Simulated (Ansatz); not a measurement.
Geometry optimisation, Ansatz 0.2.0, RKS PBE0/6-31G.

Input file:

```yaml
crystal:
  periodic: [false, false, false]
  atoms:
    - { symbol: Mg, position_ang: [-1.055724, -0.759396, -1.217427] }
    - { symbol: "N", position_ang: [1.399121, 0.055608, 0.990601] }
    - { symbol: Cl, position_ang: [-1.372534, -2.494692, -2.621482] }
    - { symbol: H, position_ang: [0.613971, 0.699377, 0.934361] }
    - { symbol: O, position_ang: [-1.310901, 0.953651, -0.235248] }
    - { symbol: H, position_ang: [1.491663, -0.448406, 1.856907] }
    - { symbol: H, position_ang: [2.265564, 0.397458, 0.607206] }
    - { symbol: H, position_ang: [-2.03116, 1.596501, -0.315019] }
basis:
  gaussian: { orbitals: "6-31G" }
hamiltonian:
  xc: pbe0
relax:
  f_tol: 0.03
  max_steps: 50
```

Launched with:

```bash
$ ansatz run input.yaml --threads 1 --pin off --max-ram 2048MiB --backend cpu --events-out ev --progress --plain --runs-dir out
```

Problem. Where does it end, and by what steps?

Solution. It converged. The force dipped under the threshold on the way, but the program's further checks kept it going. Limits of this set-up: no polarisation functions. After 11 steps the energy has fallen by 1.494 eV; Cl3 moved furthest, 0.97 Å. Joined: Mg1–N2.

| step | energy less start (eV) | largest force component (eV/Å) | accepted |
| --- | --- | --- | --- |
| 0 | 0.0000 | 2.180 | yes |
| 1 | -0.4357 | 1.058 | yes |
| 2 | -0.7825 | 0.906 | yes |
| 3 | -1.1227 | 0.952 | yes |
| 4 | -1.3771 | 0.306 | yes |
| 5 | -1.4468 | 0.380 | yes |
| 6 | -1.4750 | 0.171 | yes |
| 7 | -1.4828 | 0.153 | yes |
| 8 | -1.4896 | 0.321 | yes |
| 9 | -1.4841 | 0.668 | no |
| 10 | -1.4929 | 0.024 | yes |
| 11 | -1.4935 | 0.030 | yes |

```xyz
8
Properties=species:S:1:pos:R:3
Mg -0.589 -0.456 -0.705
N 1.016 -0.104 0.613
Cl -0.640 -2.326 -2.015
H 0.574 0.774 0.910
O -1.334 1.095 -0.152
H 1.115 -0.753 1.388
H 1.923 0.060 0.186
H -2.065 1.710 -0.226
```

Whether the end is a true minimum wasn't checked by a vibrational analysis.

The run took 40 s on 1 thread of Arm Neoverse V1, on a shared host, peak memory 0.15 GiB.
